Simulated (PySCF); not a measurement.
# SbAs: frontier orbitals

M06-L at R = 2.301 Å; basis Sb def2-SVP with ECP28, As def2-SVP; scalar-relativistic core potentials; PySCF 2.14. State: ¹Σ⁺ (singlet), closed shell. Only the outer orbitals are listed, counted within each symmetry, core potentials removing the inner ones.

```
orbital  occ.  ε (eV)  on Sb (%)   main shells (%)
    10σ     2  -15.78         41  55 As s, 36 Sb s
    11σ     2  -11.53         59  55 Sb s, 36 As s
    12σ     2   -6.44         48  46 As p, 42 Sb p
     6π     2   -6.05         49  50 As p, 48 Sb p
     6π     2   -6.05         49  50 As p, 48 Sb p
     7π     0   -3.14         52  51 Sb p, 48 As p
     7π     0   -3.14         52  51 Sb p, 48 As p
    13σ     0    0.55         70  63 Sb p, 36 As p
```

Task: Which are the highest filled and the lowest empty level, where do they sit, and how wide is the gap?

Result: Highest filled 6π at -6.05 eV (in %: 50 As p, 48 Sb p); lowest empty 7π at -3.14 eV (in %: 51 Sb p, 48 As p); the gap at M06-L is 2.91 eV.

```
bond order (Mayer)                               : 2.95
⟨S²⟩                                             : 0.000
charge on Sb (Mulliken, basis-dependent)         : 0.10
charge on Sb (Löwdin, basis-dependent)           : 0.07
dipole moment (positive dipole means Sb(−)As(+)) : -1.02 D
```

Spin–orbit coupling is left out.
